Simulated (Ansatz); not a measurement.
A nudged elastic band was laid between two geometries of C3H10BFSi (16 atoms, charge 0, multiplicity 1).

Method: Ansatz 0.2.0, RKS PBE0-D4/def2-SVP.

* movable images: 5
* climbing image: yes
* spring: 5.0 eV/Å²
* optimiser: quadratic models (default)
* start path: through a guess of the saddle point
* force threshold: 0.03 eV/Å
* iteration limit: 60
* end points: relaxed

First end point:

```xyz
16
Properties=species:S:1:pos:R:3
B 1.117 -2.421 0.227
C 0.602 -0.981 0.528
F 1.255 -0.373 1.592
C 0.613 -0.032 -0.669
C 0.099 1.369 -0.339
Si -1.727 1.503 0.130
H 1.969 -2.943 0.902
H 0.610 -3.024 -0.690
H -0.458 -1.131 0.843
H 1.645 0.042 -1.053
H 0.017 -0.492 -1.475
H 0.259 2.036 -1.202
H 0.693 1.789 0.489
H -2.583 0.909 -0.946
H -2.098 2.941 0.300
H -2.034 0.786 1.408
```

Last end point:

```xyz
16
Properties=species:S:1:pos:R:3
B -0.493 -1.283 0.496
C 1.018 -0.727 0.620
F 1.900 -1.794 0.511
C 1.289 0.259 -0.508
C 0.192 1.323 -0.524
Si -1.497 0.564 -0.148
H -0.838 -1.412 -0.678
H -0.851 -2.244 1.139
H 1.217 -0.243 1.596
H 2.287 0.718 -0.424
H 1.276 -0.314 -1.450
H 0.161 1.884 -1.471
H 0.360 2.068 0.273
H -2.419 0.208 -1.259
H -2.264 1.473 0.766
H -1.361 -0.500 1.106
```

**Question.** What changes between the two ends?

**Answer.** Bonds formed: B1–Si6, B1–H16. The dihedral F3–C2–C4–C5 goes from -52 to 171°.

**Question.** Give the energies along the band, and the barrier.

**Answer.** It converged. The highest image is number 4 of 0 to 6, 3.3 kcal/mol above the first end and 10.7 kcal/mol above the last; the last end lies 7.4 kcal/mol below the first. The profile has 2 maxima (images 1, 4) with wells between them (image 2): this band takes more than one step, which may be the mechanism or a detour left from its start path. A vibrational analysis at the climbing image gives one clearly imaginary mode, 87i cm⁻¹: a first-order saddle point.

| image | path coordinate (Å) | energy (kcal/mol) | B1–Si6 (Å) | B1–H16 (Å) | dihedral F3–C2–C4–C5 (°) |
| --- | --- | --- | --- | --- | --- |
| 0 | 0.00 | 0.0 | 4.85 | 4.65 | -52 |
| 1 | 1.92 | 2.2 | 4.50 | 4.27 | -83 |
| 2 | 3.85 | 1.8 | 3.73 | 3.61 | -122 |
| 3 | 5.77 | 2.4 | 3.59 | 3.42 | -147 |
| 4 | 7.70 | 3.3 | 3.74 | 3.31 | -165 |
| 5 | 10.01 | -1.2 | 2.82 | 1.62 | 180 |
| 6 | 12.31 | -7.4 | 2.20 | 1.32 | 171 |

**Question.** What is the geometry of the highest image?

**Answer.** 
```xyz
16
Properties=species:S:1:pos:R:3
B 0.196 -1.972 0.641
C 1.322 -0.922 0.390
F 2.481 -1.510 -0.099
C 0.991 0.261 -0.526
C -0.029 1.269 0.009
Si -1.868 0.985 -0.340
H 0.368 -3.137 0.380
H -0.842 -1.614 1.139
H 1.565 -0.504 1.394
H 1.957 0.766 -0.692
H 0.687 -0.122 -1.516
H 0.175 2.247 -0.459
H 0.113 1.437 1.091
H -2.039 0.573 -1.769
H -2.598 2.273 -0.123
H -2.502 -0.054 0.525
```

The band took 39 iterations and roughly 30 core-minutes.

Time of the run: 15 min on 2 threads of Arm Neoverse V1, with other jobs on the host, peak memory 0.4 GiB.
